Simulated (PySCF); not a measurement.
**Two-dimensional NMR puzzle**

Compound of formula C6H8ClFO. Correlations simulated from computed shifts and the bond graph:

HSQC (one-bond C–H):
| δH | δC |
| --- | --- |
| 5.63 | 144.6 |
| 5.58 | 126.5 |
| 5.40 | 126.5 |
| 4.53 | 101.0 |
| 2.57 | 49.8 |
| 1.35 | 20.5 |

COSY cross peaks (H two or three bonds apart, from the bond graph; peaks can be absent where the dihedral angle is near 90°):
| δH | δH |
| --- | --- |
| 5.63 | 5.58 |
| 5.63 | 5.40 |
| 5.63 | 2.57 |
| 5.58 | 5.40 |
| 4.53 | 2.57 |
| 2.57 | 1.35 |

HMBC (two and three bonds, from the bond graph):
| δH | δC |
| --- | --- |
| 5.63 | 126.5, 101.0, 49.8, 20.5 |
| 5.58 | 144.6, 49.8 |
| 5.40 | 144.6, 49.8 |
| 4.53 | 184.8, 144.6, 49.8, 20.5 |
| 2.57 | 184.8, 144.6, 126.5, 101.0, 20.5 |
| 1.35 | 144.6, 101.0, 49.8 |

Carbons without hydrogens: δ 184.8.

[PySCF 2.14.0 with density-fitted response routines: NMR shieldings at PBE0/pcSseg-1/GIAO; geometry from GFN2-xTB; no solvent model; equivalent nuclei averaged; single conformer; non-relativistic Hamiltonian]

Chemical shifts δ = σref − σ; TMS for $^{1}$H and $^{13}$C, all at this level.

Exchangeable hydrogens are left out of these lists.

Work out the connectivity.

Results:

SMILES F[C@@H]([C@@H](C=C)C)C(=O)Cl.

Numbering as in the mapped SMILES `[CH2:1]=[CH:2][C@@H:3]([CH3:4])[C@H:5]([F:6])[C:7](=[O:8])[Cl:9]` (H(Xn): hydrogen on atom n). Ha(C1) is cis to C3; Hb(C1) is trans to C3.

δC 184.8 is C7, a carbonyl carbon. δC 144.6 is C2, an alkene CH (δH 5.63). δC 126.5 is C1, a terminal =CH2 carbon (δH 5.40, 5.58). δC 101.0 is C5, an sp3 CH bonded to F, α to a carbonyl (δH 4.53). δC 49.8 is C3, an allylic sp3 CH (δH 2.57). δC 20.5 is C4, a methyl carbon (δH 1.35). HMBC from δH 4.53 reaches the proton-free carbon C7. HMBC from δH 2.57 reaches the proton-free carbon C7. COSY links 5.63–5.58, 5.63–5.40, 5.63–2.57, 5.58–5.40, 4.53–2.57, 2.57–1.35.

The shifts were computed for this structure.

Carbons that carry Cl, above all several Cl atoms, come out too deshielded, partly because spin–orbit coupling is missing. Shifts are as computed. Against solution values, carbons near 30 ppm lie about +3 ppm off and those near 130 ppm about +5 ppm; carbons on Cl a further +6 ppm. Of 1211 compounds with measured shifts, 218 miss one by over three times the rms of a fit or turn the order of signals round; such compounds aren't used in these exercises.
